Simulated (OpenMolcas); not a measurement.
**C2H4O2Si: a line through the functionals**

C2H4O2Si: 9 atoms, total charge 0, spin state singlet. SMILES: `C=C1O[SiH2]O1`. The shape is that of a PBE0-D4/def2-TZVP optimisation.

The HOMO–LUMO gap y, in eV, basis cc-pVDZ; a is the functional's share of exact exchange. Programs: OpenMolcas 26.06.

```
functional     program     a  y (eV)
      TPSS  OpenMolcas     0    3.99
    r2SCAN  OpenMolcas     0    4.36
     B3LYP  OpenMolcas   0.2    5.41
      PBE0  OpenMolcas  0.25       ?
     BHLYP  OpenMolcas   0.5    7.93
```

Fit y = c + s·a to the known rows and predict PBE0.


1. Means of the 4 rows: a = 0.1750, y = 5.423.
2. Σ(Δa)² = 0.1675, Σ(Δa·Δy) = 1.2512, so the slope is 1.2512/0.1675 = 7.4699.
3. Intercept: 5.423 − (7.4699) × 0.1750 = 4.116. The largest residual of the fit is 0.24.
4. PBE0: 4.116 + (7.4699) × 0.25 = 5.98 eV.

The run gave 5.87 eV, so the prediction is off by +0.11 eV, within the largest residual. Exact exchange lowers occupied levels and raises empty ones. The rows mix families of semi-local functionals, which the line can't see.
